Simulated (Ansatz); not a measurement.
Born–Oppenheimer molecular dynamics of BCl2FH3N (8 atoms, charge 0, multiplicity 1). It starts from a rough guess of a transition structure, not a stationary point.

Computed with Ansatz, UKS r2SCAN-D4/STO-3G.

```json
{
 "ensemble": "NVE (velocity Verlet)",
 "time step": "0.5 fs",
 "steps asked": "150",
 "starting velocities drawn for": "100 K",
 "seed": "117163"
}
```

First frame:

```xyz
8
Properties=species:S:1:pos:R:3
B -0.442 -0.478 -0.529
F 0.088 0.907 -1.325
Cl 0.385 -1.861 -1.165
Cl -2.164 -0.409 -0.341
H 0.552 1.108 -0.228
N 0.442 0.303 0.834
H -0.130 0.610 1.605
H 1.269 -0.181 1.149
```

**Question.** How far do the bonds stretch over the last three quarters of this one trajectory? (Pairs bonded in most of those frames.)

**Answer.** 
```csv
bond,mean (Å),spread (Å),shortest,longest
B1–F2,1.348,0.073,1.23,1.46
B1–Cl3,1.872,0.066,1.79,1.98
B1–Cl4,1.866,0.050,1.78,1.97
H5–N6,1.061,0.030,1.00,1.12
N6–H7,1.063,0.051,0.98,1.14
N6–H8,1.062,0.045,0.99,1.13
```

Mean temperature of the second half: 1021 K. The conserved energy stayed within 0.92 meV per atom of its start (net change -0.13 meV per atom), so the integration is sound. The system heated up, since it started high on the potential surface and ran downhill. A run of 0.075 ps of so small a system gives no equilibrium averages. The orbitals stay closed-shell, which can raise the energy where a bond breaks towards radicals; this wasn't checked here. Limits of this set-up: minimal basis.

Time of the run: 6.5 min on 1 CPU thread of a shared host.
